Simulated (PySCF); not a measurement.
Input of a run (PBE0-D3(BJ)/def2-SVP geometry optimisation, gas phase (PySCF 2.14.0)), started from GFN2-xTB:
```
{"job": {"xc": "PBE0", "basis": "def2-SVP", "d3": "d3bj", "grid": 1, "shake": 0.01, "kind": "geom"}, "charge": 0, "multiplicity": 1}
N      2.338710    -0.128380     0.144510
B      1.017140     0.117340     0.569250
C     -0.189210    -0.127150    -0.416490
C     -1.457430    -0.649510     0.102640
C     -1.400240     0.749890    -0.371510
H      3.131090     0.037010     0.709190
H      2.552720    -0.424060    -0.787270
H      0.865750     0.500570     1.665160
H      0.081340    -0.466400    -1.387250
H     -1.583570    -0.835680     1.176430
H     -2.035900    -1.367240    -0.494560
H     -1.861320     1.024620    -1.289770
H     -1.453240     1.552100     0.369340
```

Output (energies in Eh, forces in Eh/bohr):
```
step   0  E = -198.36992600  max force = 0.032060
step   1  E = -198.37486228  max force = 0.010933
step   2  E = -198.37522330  max force = 0.002923
step   3  E = -198.37528056  max force = 0.003285
step   4  E = -198.37538326  max force = 0.001103
step   5  E = -198.37541605  max force = 0.000722
step   6  E = -198.37544271  max force = 0.000558
step   7  E = -198.37545944  max force = 0.000354
step   8  E = -198.37547364  max force = 0.000457
step   9  E = -198.37547966  max force = 0.000295
optimisation converged
```

**Question.** Summarise the run.

**Answer.** The energy falls by 14.6 kJ/mol over 10 energy and gradient evaluations, the largest force component goes from 0.0321 to 3.0e-04 Eh/bohr, and the atoms move by 0.059 Å rms after alignment. The bond that changes most is C3–C4 (sp3 carbon bound to boron to three-membered-ring carbon), which lengthens by 0.051 Å. Bonds longer at the end by more than 0.005 Å: 8 of 13; shorter: 2. Among the angles that change most is B2–C3–H9, from 115.2° to 118.3°. The energy never rose by more than 1e-6 Eh on the way. The first step brought 89 % of the lowering.

**Question.** What are the final bond lengths?

**Answer.** N1–B2 1.395 Å, B2–C3 1.555 Å, C3–C4 1.518 Å, C4–C5 1.485 Å, C3–C5 1.518 Å, N1–H6 1.011 Å, N1–H7 1.012 Å, B2–H8 1.216 Å, C3–H9 1.097 Å, C4–H10 1.094 Å, C4–H11 1.093 Å, C5–H12 1.093 Å, C5–H13 1.094 Å. Numbering counts from 1 in the input's order; the species is `NBC1CC1`.

The run used 110 basis functions and 58 SCF cycles in all. Hardware: one thread, Arm Neoverse N1 (aarch64), no GPU, on a shared host. Cost: 63 s of wall time, 0.45 GiB resident at most.

Stationary, but not proved a minimum. One conformer, not necessarily the lowest.

Conformer computed: `[NH2:1][BH:2][CH:3]1[CH2:4][CH2:5]1`: N1–B2–C3–C4 147°, H–N1–B2–C3 180°, H–N1–B2–C3 0°.
